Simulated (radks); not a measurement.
The nuclear charge of neutral tungsten is varied continuously with 74 electrons held in [Xe] 4f14 5d4 6s2. All-electron calculation, scalar-relativistic Kohn-Sham, PBE, spin-polarised, spherical densities, point nucleus; open shells are filled with parallel spins first (spin-orbit coupling, left out, can overturn this in heavy ions). Program: a radial shooting solver on a logarithmic mesh with Libxc functionals. By the Hellmann-Feynman theorem dE/dZ = E(electron-nucleus)/Z, the electronic potential at the nucleus. The scalar-relativistic energy here is not variational (the density holds large components alone), so the two differ by a part that grows with Z.

| Z | E (hartree) | E(electron-nucleus)/Z (hartree) | HOMO | e(HOMO) (eV) | <r> HOMO (bohr) |
|---|---|---|---|---|---|
| 73.8 | -16034.0954 | -537.191 | 6s | -3.422 | 3.458 |
| 74 | -16142.5993 | -539.426 | 6s | -4.761 | 3.331 |
| 74.2 | -16251.5591 | -541.661 | 6s | -6.190 | 3.218 |
| 74.4 | -16360.9748 | -543.896 | 6s | -7.702 | 3.117 |
| 74.6 | -16470.8466 | -546.133 | 6s | -9.292 | 3.027 |
| 74.8 | -16581.1749 | -548.371 | 6s | -10.956 | 2.944 |
| 75 | -16691.9600 | -550.610 | 6s | -12.689 | 2.868 |

The central difference of E at Z = 74 is -543.659 hartree, to compare with the third column; the second derivative is -11.4 hartree.
